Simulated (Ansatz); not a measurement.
CH7BO2Si can be A, `C[SiH](O)BO`, or B, `B[SiH](O)OC`.

Calculated with Ansatz (gas phase, PBE0-D4/def2-TZVP geometries, no zero-point term in ΔE). CCSD(T)/CBS is the MP2 limit (def2-TZVPP, def2-QZVPP) plus CCSD(T) − MP2 in def2-TZVPP, frozen cores. Functionals use def2-TZVPP. B3LYP here is the variant with VWN-RPA as its local correlation; programs differ in this. Each species was taken in one conformer, which may not be the lowest.

Problem. Which is lower in electronic energy at CCSD(T)/CBS, and by how much? (Best estimate.)

Solution. Ansatz gave: A, by 131.7 kJ/mol.

Problem. Give E(B) − E(A) in kJ/mol with B3LYP-D4, B2PLYP, PBE0-D4, PBE-D4, ωB97M-V, CCSD(T)/def2-TZVPP, B3LYP. (Estimate.)

Solution. Ansatz gave: B3LYP-D4 128.9, B2PLYP 129.7, PBE0-D4 139.5, PBE-D4 143.5, ωB97M-V 133.7, CCSD(T)/def2-TZVPP 130.7, B3LYP 129.0. None reverses the order clearly.

Largest T1 diagnostic: 0.013.

From PBE to PBE0 (25 % exact exchange), in def2-TZVPP and without D4, E(B) − E(A) moves by −4.0 kJ/mol. In def2-TZVPP, CCSD(T) changes the Hartree–Fock value by +25.4 kJ/mol (the triples alone add +3.5 kJ/mol) and MP2 by +29.6 kJ/mol.
